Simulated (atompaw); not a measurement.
# u(r) = r·R(r): atom against pseudo-atom (rhenium (Re))

Columns: radius, all-electron u(r) and pseudo u(r) of the 5s shell (level -93.35 eV) of rhenium in the configuration [Kr] 4d10 4f14 5s2 5p6 5d5 6s1 6p0; LDA (PW92), scalar-relativistic, PAW (atompaw) scheme, atompaw 4.2.0.5.

| r (bohr) | all-electron | pseudo |
| --- | --- | --- |
| 0.085 | -0.0073 | 0.2888 |
| 0.169 | 0.3863 | 0.5618 |
| 0.254 | -0.2604 | 0.8137 |
| 0.338 | -0.6341 | 1.0288 |
| 0.423 | -0.4875 | 1.2045 |
| 0.508 | -0.0676 | 1.3334 |
| 0.592 | 0.3822 | 1.4132 |
| 0.677 | 0.7521 | 1.4468 |
| 0.762 | 1.0000 | 1.4375 |
| 0.846 | 1.1316 | 1.3920 |
| 0.931 | 1.1730 | 1.3171 |
| 1.015 | 1.1489 | 1.2226 |
| 1.100 | 1.0817 | 1.1146 |
| 1.185 | 0.9899 | 1.0016 |
| 1.269 | 0.8879 | 0.8905 |
| 1.354 | 0.7825 | 0.7826 |
| 1.438 | 0.6819 | 0.6819 |
| 1.523 | 0.5871 | 0.5871 |
| 1.608 | 0.5012 | 0.5012 |
| 1.692 | 0.4259 | 0.4259 |
| 1.777 | 0.3591 | 0.3591 |
| 1.862 | 0.3013 | 0.3013 |
| 1.946 | 0.2523 | 0.2523 |
| 2.031 | 0.2101 | 0.2101 |
| 2.115 | 0.1748 | 0.1748 |
| 2.200 | 0.1448 | 0.1448 |

(1) How many radial nodes do the two functions have?

(2) At about which radius was the pseudo-wave matched?

(3) Is the pseudo-wave norm-conserving?

## Answers

(1) The all-electron 5s function has n − l − 1 = 4 (the table is too coarse to show those close to the nucleus); the pseudo-wave has 0, since the states of the same l below it are removed with the core.

(2) 1.40 bohr, where the columns begin to agree (steps of 0.08 bohr).

(3) No, it belongs to a PAW set: the norm inside the radius is not constrained, and the difference is carried by the augmentation charge.
